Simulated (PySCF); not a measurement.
C₄H₄N (SMILES [c-]1ccc[nH]1), charge -1, singlet, at a GFN2-xTB geometry, with bond 1-2 at 1.8 times its length; CASSCF(2,2)/6-31G run with PySCF.

Here is a job for PySCF.
```python
from pyscf import gto, scf, mcscf
import numpy

mol = gto.M(
    atom='''
H    -0.00269788    0.00507493    2.93560209
N    -0.00126690    0.06226066    1.11454632
C    -0.00536836    1.24878006    0.38025704
C     0.00402321   -1.07819475    0.34249460
C    -0.00216324    0.74976132   -0.93377641
C     0.00353821   -0.66177312   -0.96168226
H     0.00762357   -2.07251365    0.77880786
H    -0.00381748    1.36563644   -1.83533637
H     0.00694517   -1.31087927   -1.83529748
''',
    basis='6-31g',
    charge=-1,
    verbose=4,
)

mf = scf.RHF(mol)
mf.kernel()
mc = mcscf.CASSCF(mf, 2, 2)
mc.fix_spin_(ss=0.0)
mc.kernel()
occ = numpy.linalg.eigvalsh(mc.fcisolver.make_rdm1(mc.ci, mc.ncas, mc.nelecas))[::-1]
ss = mc.fcisolver.spin_square(mc.ci, mc.ncas, mc.nelecas)[0]
print('natural occupations', occ.round(4), ' <S^2>', round(ss, 4))
```

The log (banner, timings and long lists left out):

```
PySCF version 2.14.0

[INPUT] verbose = 4
[INPUT] num. atoms = 9
[INPUT] num. electrons = 36
[INPUT] charge = -1
[INPUT] spin (= nelec alpha-beta = 2S) = 0
[INPUT] symmetry False subgroup None
[INPUT] Mole.unit = angstrom
[INPUT] Symbol           X                Y                Z      unit          X                Y                Z       unit  Magmom
[INPUT]  1 H     -0.002697880000   0.005074930000   2.935602090000 AA   -0.005098254317   0.009590227801   5.547483960801 Bohr   0.0
[INPUT]  2 N     -0.001266900000   0.062260660000   1.114546320000 AA   -0.002394094027   0.117655595735   2.106187297942 Bohr   0.0
[INPUT]  3 C     -0.005368360000   1.248780060000   0.380257040000 AA   -0.010144730138   2.359852303218   0.718581662538 Bohr   0.0
[INPUT]  4 C      0.004023210000  -1.078194750000   0.342494600000 AA    0.007602765042  -2.037492786444   0.647220993142 Bohr   0.0
[INPUT]  5 C     -0.002163240000   0.749761320000  -0.933776410000 AA   -0.004087931142   1.416843553592  -1.764581676480 Bohr   0.0
[INPUT]  6 C      0.003538210000  -0.661773120000  -0.961682260000 AA    0.006686247871  -1.250569953399  -1.817316090253 Bohr   0.0
[INPUT]  7 H      0.007623570000  -2.072513650000   0.778807860000 AA    0.014406459391  -3.916483187923   1.471733559059 Bohr   0.0
[INPUT]  8 H     -0.003817480000   1.365636440000  -1.835336370000 AA   -0.007213991686   2.580678857326  -3.468283085753 Bohr   0.0
[INPUT]  9 H      0.006945170000  -1.310879270000  -1.835297480000 AA    0.013124469189  -2.477202802670  -3.468209594304 Bohr   0.0

nuclear repulsion = 148.822927659035
number of shells = 33
number of NR pGTOs = 126
number of NR cGTOs = 53
basis = 6-31g
ecp = {}

******** <class 'pyscf.scf.hf.RHF'> ********
method = RHF
initial guess = minao
damping factor = 0
level_shift factor = 0
DIIS = <class 'pyscf.scf.diis.CDIIS'>
diis_start_cycle = 1
diis_space = 8
diis_damp = 0
SCF conv_tol = 1e-09
SCF conv_tol_grad = None
SCF max_cycles = 50
direct_scf = True
direct_scf_tol = 1e-13
Set gradient conv threshold to 3.16228e-05
Initial guess from minao.
init E= -209.091746134371
  HOMO = -0.169430936125248  LUMO = -0.0628083224682563  gap/eV = 2.90135
cycle= 1 E= -207.785541437754  delta_E= 1.31  |g|= 0.435  |ddm|= 3.13
  HOMO = 0.0130131468189703  LUMO = 0.18178898478919  gap/eV = 4.59262
cycle= 2 E= -207.857617027223  delta_E= -0.0721  |g|= 0.252  |ddm|= 1.12
  HOMO = -0.0605563095123394  LUMO = 0.206294634515268  gap/eV = 7.26138
cycle= 3 E= -207.877284644915  delta_E= -0.0197  |g|= 0.0684  |ddm|= 0.474
  HOMO = -0.0689588635435783  LUMO = 0.223313082541557  gap/eV = 7.95312
cycle= 4 E= -207.880186054132  delta_E= -0.0029  |g|= 0.0238  |ddm|= 0.19
  HOMO = -0.0648538460877552  LUMO = 0.227427763158513  gap/eV = 7.95339
cycle= 5 E= -207.880510683089  delta_E= -0.000325  |g|= 0.0114  |ddm|= 0.0511
  HOMO = -0.0660211906392671  LUMO = 0.226975398242355  gap/eV = 7.97284
cycle= 6 E= -207.880627532033  delta_E= -0.000117  |g|= 0.00574  |ddm|= 0.0319
  HOMO = -0.0663512359228431  LUMO = 0.228143786272243  gap/eV = 8.01362
cycle= 7 E= -207.880658044169  delta_E= -3.05e-05  |g|= 0.00242  |ddm|= 0.0144
  HOMO = -0.0663122172455313  LUMO = 0.228635991094894  gap/eV = 8.02595
cycle= 8 E= -207.880670149752  delta_E= -1.21e-05  |g|= 0.000836  |ddm|= 0.0131
  HOMO = -0.0662700138360246  LUMO = 0.228547306514709  gap/eV = 8.02239
cycle= 9 E= -207.880671674383  delta_E= -1.52e-06  |g|= 0.000428  |ddm|= 0.00489
  HOMO = -0.0662213917650116  LUMO = 0.228516297163125  gap/eV = 8.02022
cycle= 10 E= -207.880672053873  delta_E= -3.79e-07  |g|= 0.000243  |ddm|= 0.00248
  HOMO = -0.0661892629560428  LUMO = 0.22850300479827  gap/eV = 8.01899
cycle= 11 E= -207.880672158284  delta_E= -1.04e-07  |g|= 5.63e-05  |ddm|= 0.00172
  HOMO = -0.0661925933747214  LUMO = 0.228511335052053  gap/eV = 8.01930
cycle= 12 E= -207.880672162074  delta_E= -3.79e-09  |g|= 1.5e-05  |ddm|= 0.00026
  HOMO = -0.0661892276301113  LUMO = 0.2285116591442  gap/eV = 8.01922
cycle= 13 E= -207.880672162316  delta_E= -2.42e-10  |g|= 6.08e-06  |ddm|= 8.53e-05
  HOMO = -0.0661909316597198  LUMO = 0.228511891050655  gap/eV = 8.01927
Extra cycle  E= -207.880672162336  delta_E= -2.01e-11  |g|= 3.13e-06  |ddm|= 1.3e-05
converged SCF energy = -207.880672162336

******** <class 'pyscf.mcscf.mc1step.CASSCF'> ********
CAS (1e+1e, 2o), ncore = 17, nvir = 34
max_cycle_macro = 50
max_cycle_micro = 4
conv_tol = 1e-07
conv_tol_grad = None
orbital rotation max_stepsize = 0.02
orbital rotation threshold for CI restart = 0.01
augmented hessian ah_max_cycle = 30
augmented hessian ah_conv_tol = 1e-12
augmented hessian ah_linear dependence = 1e-14
augmented hessian ah_level shift = 1e-08
augmented hessian ah_start_tol = 2.5
augmented hessian ah_start_cycle = 3
augmented hessian ah_grad_trust_region = 3
kf_trust_region = 3
kf_interval = 4
ci_response_space = 4
ci_grad_trust_region = 3
with_dep4 0
natorb = False
canonicalization = True
sorting_mo_energy = False
ao2mo_level = 2
internal_rotation = False
******** <class 'pyscf.fci.addons.SpinPenaltyFCISolver'> ********
max. cycles = 50
conv_tol = 1e-08
davidson only = True
linear dependence = 1e-12
level shift = 0.001
max iter space = 12
nroots = 1
pspace_size = 400
spin = None
CASCI E = -207.880682124491  S^2 = 0.0000000
Set conv_tol_grad to 0.000316228
macro iter   1 (  6 JK    1 micro), CASSCF E = -207.880687549810  dE = -5.42531885e-06  S^2 = 0.0000000
               |grad[o]|=6.87e-05  |grad[c]|=0.00054  |ddm|=3.33e-05  |maxRot[o]|=0.044
macro iter   2 (  6 JK    1 micro), CASSCF E = -207.880708220958  dE = -2.06711482e-05  S^2 = 0.0000000
               |grad[o]|=9.41e-05  |grad[c]|=0.00154  |ddm|=0.000116  |maxRot[o]|=0.0797
macro iter   3 (  7 JK    2 micro), CASSCF E = -207.880739493372  dE = -3.12724142e-05  S^2 = 0.0000000
               |grad[o]|=0.000179  |grad[c]|=0.000894  |ddm|=0.0009  |maxRot[o]|=0.0669
macro iter   4 ( 21 JK    4 micro), CASSCF E = -207.881007605124  dE = -2.68111752e-04  S^2 = 0.0000000
               |grad[o]|=0.000304  |grad[c]|=0.0058  |ddm|=0.0127  |maxRot[o]|=0.158
macro iter   5 ( 21 JK    4 micro), CASSCF E = -207.883586955027  dE = -2.57934990e-03  S^2 = 0.0000000
               |grad[o]|=0.00189  |grad[c]|=0.0116  |ddm|=0.0155  |maxRot[o]|=0.299
macro iter   6 ( 21 JK    4 micro), CASSCF E = -207.890624143745  dE = -7.03718872e-03  S^2 = 0.0000000
               |grad[o]|=0.00911  |grad[c]|=0.0178  |ddm|=0.0119  |maxRot[o]|=0.311
macro iter   7 ( 21 JK    4 micro), CASSCF E = -207.894589400563  dE = -3.96525682e-03  S^2 = 0.0000000
               |grad[o]|=0.0124  |grad[c]|=0.0114  |ddm|=0.0071  |maxRot[o]|=0.311
macro iter   8 ( 20 JK    4 micro), CASSCF E = -207.894679117126  dE = -8.97165632e-05  S^2 = 0.0000000
               |grad[o]|=0.00526  |grad[c]|=0.00719  |ddm|=0.00408  |maxRot[o]|=0.0564
macro iter   9 (  7 JK    2 micro), CASSCF E = -207.895109534652  dE = -4.30417526e-04  S^2 = 0.0000000
               |grad[o]|=0.00277  |grad[c]|=0.0118  |ddm|=0.00652  |maxRot[o]|=0.0689
macro iter  10 (  7 JK    2 micro), CASSCF E = -207.895328896876  dE = -2.19362224e-04  S^2 = 0.0000000
               |grad[o]|=0.0023  |grad[c]|=0.00685  |ddm|=0.00348  |maxRot[o]|=0.0699
macro iter  11 ( 17 JK    4 micro), CASSCF E = -207.895442263072  dE = -1.13366196e-04  S^2 = 0.0000000
               |grad[o]|=0.0026  |grad[c]|=0.00213  |ddm|=0.0028  |maxRot[o]|=0.0596
macro iter  12 ( 17 JK    4 micro), CASSCF E = -207.895526789611  dE = -8.45265392e-05  S^2 = 0.0000000
               |grad[o]|=0.00155  |grad[c]|=0.00222  |ddm|=0.00256  |maxRot[o]|=0.0798
macro iter  13 ( 14 JK    4 micro), CASSCF E = -207.895527144594  dE = -3.54982632e-07  S^2 = 0.0000000
               |grad[o]|=0.001  |grad[c]|=0.00152  |ddm|=0.00144  |maxRot[o]|=0.00537
macro iter  14 ( 16 JK    4 micro), CASSCF E = -207.895513688437  dE =  1.34561567e-05  S^2 = 0.0000000
               |grad[o]|=0.000847  |grad[c]|=0.00158  |ddm|=0.000515  |maxRot[o]|= 0.02
macro iter  15 ( 19 JK    4 micro), CASSCF E = -207.895536880209  dE = -2.31917720e-05  S^2 = 0.0000000
               |grad[o]|=0.000981  |grad[c]|=0.000175  |ddm|=0.000215  |maxRot[o]|=0.036
macro iter  16 ( 14 JK    4 micro), CASSCF E = -207.895540122506  dE = -3.24229705e-06  S^2 = 0.0000000
               |grad[o]|=0.000332  |grad[c]|=0.000939  |ddm|=3.84e-05  |maxRot[o]|=0.011
macro iter  17 ( 13 JK    4 micro), CASSCF E = -207.895540413785  dE = -2.91278724e-07  S^2 = 0.0000000
               |grad[o]|=0.000501  |grad[c]|=0.000819  |ddm|=0.000211  |maxRot[o]|=0.000622
macro iter  18 (  4 JK    1 micro), CASSCF E = -207.895546895712  dE = -6.48192747e-06  S^2 = 0.0000000
               |grad[o]|=0.000471  |grad[c]|=0.00107  |ddm|=0.0004  |maxRot[o]|=0.0344
macro iter  19 (  4 JK    1 micro), CASSCF E = -207.895546975797  dE = -8.00843338e-08  S^2 = 0.0000000
               |grad[o]|=6.64e-05  |grad[c]|=2.67e-05  |ddm|=6.78e-05  |maxRot[o]|=0.00421
1-step CASSCF converged in  19 macro (255 JK  58 micro) steps
CASSCF canonicalization
Density matrix diagonal elements [1.95826649 0.04173351]
CASSCF energy = -207.895546975797
CASCI E = -207.895546975797  E(CI) = -0.634232781156271  S^2 = 0.0000000
natural occupations [1.9587 0.0413]  <S^2> 0.0
```
